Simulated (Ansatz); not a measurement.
Cost and result for the atomization energy of `[OH][GeH3]` (6 atoms, 5 bonds).

Charge 0, multiplicity 1. Correlated methods include outer-core shells of Ge, which these sets cover unevenly. Scalar relativity is left out up to krypton. The structure was optimised at the PBE0-D4/def2-TZVP level. Program: Ansatz. All runs use 4 threads of an Intel Xeon 6975P-C on a shared host. Times are those of one run each, without the atoms' runs, and a repeat can differ threefold. Electronic energies, without spin–orbit coupling; frozen cores. CCSD(T)/CBS adds CCSD(T) − MP2 in def2-TZVPP to the MP2 limit, and its time is that of the two runs behind it. T1 = 0.011. With those shells the extrapolation isn't a true limit. B3LYP takes the VWN-RPA correlation (the form of Gaussian; ORCA's B3LYP/G).

CCSD(T)/CBS is a level of theory with its own doubt, some kJ/mol a heavy atom from the limit and from the frozen cores, so smaller differences don't rank the functionals.

```json
{"level": "BLYP-D4/def2-TZVPP", "functions": "135", "wall time": "0.35 s"}
{"level": "PBE0-D4/def2-TZVPP", "functions": "135", "wall time": "0.4 s"}
{"level": "BHLYP-D4/def2-TZVPP", "functions": "135", "wall time": "0.45 s"}
{"level": "CCSD(T)/def2-SVP", "functions": "66", "wall time": "0.45 s"}
{"level": "CAM-B3LYP-D4/def2-TZVPP", "functions": "135", "wall time": "0.5 s"}
{"level": "B3LYP-D4/def2-TZVPP (with forces)", "functions": "135", "wall time": "0.55 s"}
{"level": "r2SCANh-D4/def2-TZVPP", "functions": "135", "wall time": "0.7 s"}
{"level": "r2SCAN-D4/def2-TZVPP (with forces)", "functions": "135", "wall time": "0.75 s"}
{"level": "PBE-QIDH/def2-TZVPP", "functions": "135", "wall time": "0.75 s"}
{"level": "B97M-V/def2-TZVPP", "functions": "135", "wall time": "1.1 s"}
{"level": "CCSD(T)/def2-TZVPP", "functions": "135", "wall time": "2.5 s"}
{"level": "CCSD(T)/def2-QZVPP", "functions": "266", "wall time": "29 s"}
{"level": "CCSD(T)/CBS(def2)", "functions": "–", "wall time": "31 s"}
```

Question: What atomization energy does each give, and how far from CCSD(T)/CBS? (Estimate.)

Answer: Computed: 
```
                             level  atomization (kJ/mol)  difference from CCSD(T)/CBS  per bond
                BLYP-D4/def2-TZVPP                1731.1                        -34.9      -7.0
                PBE0-D4/def2-TZVPP                1712.0                        -54.0     -10.8
               BHLYP-D4/def2-TZVPP                1690.3                        -75.7     -15.1
                  CCSD(T)/def2-SVP                1632.0                       -134.0     -26.8
           CAM-B3LYP-D4/def2-TZVPP                1753.0                        -13.0      -2.6
 B3LYP-D4/def2-TZVPP (with forces)                1737.2                        -28.8      -5.8
             r2SCANh-D4/def2-TZVPP                1734.1                        -31.9      -6.4
r2SCAN-D4/def2-TZVPP (with forces)                1747.1                        -18.9      -3.8
               PBE-QIDH/def2-TZVPP                1719.3                        -46.7      -9.3
                 B97M-V/def2-TZVPP                1765.7                         -0.3       0.0
                CCSD(T)/def2-TZVPP                1728.0                        -38.0      -7.6
                CCSD(T)/def2-QZVPP                1754.9                        -11.1      -2.2
                 CCSD(T)/CBS(def2)                1766.0                          0.0       0.0
```

Leaving LDA and LC-ωPBE aside and taking each functional with its dispersion term where it has one, the values spread over 75.4 kJ/mol, from BHLYP-D4 to B97M-V. LDA lies +254.9 kJ/mol from PBE without D4, its usual overbinding. From PBE to PBE0 (25 % exact exchange), in def2-TZVPP and without D4, the atomization energy moves by −26.5 kJ/mol: exact exchange takes away binding that semilocal exchange gives to molecules. At CCSD(T), def2-SVP lies −134.0 kJ/mol from the extrapolated value and def2-TZVPP −38.0 kJ/mol: correlation converges slowly with the basis, and small sets miss more of it in the bonded molecule than in its fragments.
